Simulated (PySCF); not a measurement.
H3S, SMILES [SH3+], charge +1. Heavy atoms are numbered as in [SH3+:1]. Hydrogens are named by the atom that carries them.

The structure is a stationary point at B3LYP-D3(BJ)/def2-TZVPD. The isomer is the one that the SMILES or the coordinates give; other isomers of the formula were not compared.

These are PBE/def2-TZVPD (PySCF) values and carry that method's errors.

Mulliken values depend strongly on the basis, most of all with diffuse functions as here. Atomic charges (e), one atom of each kind:

```json
[
 {"atom": "S1 (SH3)", "Mulliken": "-0.06", "meta-Löwdin": "…"},
 {"atom": "H on S1", "Mulliken": "0.35", "meta-Löwdin": "…"}
]
```

Problem. Fill in the missing entries. (Estimate from the structure and the level; the computed values follow.)

Solution. 
- S1 (SH3), meta-Löwdin: 0.41
- H on S1, meta-Löwdin: 0.20
